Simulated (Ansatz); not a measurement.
`C[SiH2][AsH2]` → arsine + `C[SiH]` at 600 K and 1 bar (silylene formation by 1,1-elimination).

Isolated molecules relaxed with PBE0-D4/def2-TZVP in Ansatz; ΔE leaves out vibrations. CCSD(T)/CBS is the MP2 limit (def2-TZVPP, def2-QZVPP) plus CCSD(T) − MP2 in def2-TZVPP, frozen cores. This one scheme is used for every species. For As outer-core shells are correlated without core-valence functions, which leaves a few kJ/mol of doubt a bond. Scalar relativity is left out up to krypton.

```
        species  CCSD(T)/CBS energy (Eh)  H − E (kJ/mol)  S (J/(mol·K))
`C[SiH2][AsH2]`              -2566.35921           239.3          417.4
       `[AsH3]`              -2236.79077            81.6          254.3
       `C[SiH]`               -329.46712           143.5          309.3
```

H − E and S are ideal-gas, rigid-rotor, harmonic terms from PBE0-D4/def2-TZVP, for one conformer and one mirror image of each species. 1 Eh = 2625.50 kJ/mol, R = 8.31446 J/(mol·K).

By hand: ΔE, ΔH, ΔS and ΔG.

ΔE = (-2236.79077) + (-329.46712) − (-2566.35921) = 0.10132 Eh = 266.0 kJ/mol. Δ(H − E) = 81.6 + 143.5 − 239.3 = -14.2, so ΔH = 251.8 kJ/mol. ΔS = 254.3 + 309.3 − 417.4 = 146.2 J/(mol·K). ΔG = 251.8 − 600 × (146.2)/1000 = 164.1 kJ/mol.

By hand: the equilibrium constant, and the temperature at which ΔG would vanish if ΔH and ΔS stayed fixed.

log₁₀ K = −ΔG/(RT ln 10) = -14.3. ΔG = 0 at ΔH/ΔS = 1722 K.

The number of gas molecules changes by +1, which sets the sign of ΔS. A doubt of 5 kJ/mol in ΔE shifts log₁₀ K by 0.4 here. Other conformers and mirror images would add mixing entropy, several J/(mol·K) or more a flexible species. These are equilibria of isolated gas molecules and say nothing of rates. Largest T1 diagnostic: 0.012 (customary marks: 0.02 for closed shells, 0.045 for open ones).
